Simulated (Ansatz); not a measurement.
Start from `N/C=[CH]/[SnH3]` and change one atom or group (the configuration at the double bond changes too) to get `N/C=C\F`.

Ansatz, PBE0-D4/def2-TZVP geometries, multiplicity 1. Each molecule was computed in one conformer, which needn't be the lowest.

Elements past krypton have def2 core potentials.

```tsv
property	`N/C=[CH]/[SnH3]`
HOMO energy (ωB97M-V/def2-TZVPP) / eV	-8.36
HOMO energy (B3LYP/def2-TZVPP) / eV	-5.98
size of the dipole moment (B3LYP/def2-TZVPP) / D	2.74
size of the dipole moment (ωB97M-V/def2-TZVPP) / D	2.66
HOMO–LUMO gap (PBE/def2-TZVPP) / eV	4.65
LUMO energy (PBE/def2-TZVPP) / eV	-0.42
```

Task: What does the change do to each property? (Best estimate.)

Result: The calculation gave: 
```csv
property,`N/C=C\F`,shift
HOMO energy (ωB97M-V/def2-TZVPP) / eV,-8.27,0.09
HOMO energy (B3LYP/def2-TZVPP) / eV,-5.84,0.14
size of the dipole moment (B3LYP/def2-TZVPP) / D,2.00,-0.74
size of the dipole moment (ωB97M-V/def2-TZVPP) / D,1.99,-0.67
HOMO–LUMO gap (PBE/def2-TZVPP) / eV,4.90,0.25
LUMO energy (PBE/def2-TZVPP) / eV,0.10,0.52
```

With PBE0 the HOMO rises by 0.16 eV and the LUMO rises by 0.50 eV, so the gap widens by about 0.34 eV. PBE moves the HOMO by 0.29 eV and ωB97M-V by 0.09 eV. Dipoles are sizes alone; their direction can turn.

B3LYP here is the variant with VWN-RPA as its local correlation; programs differ in this.
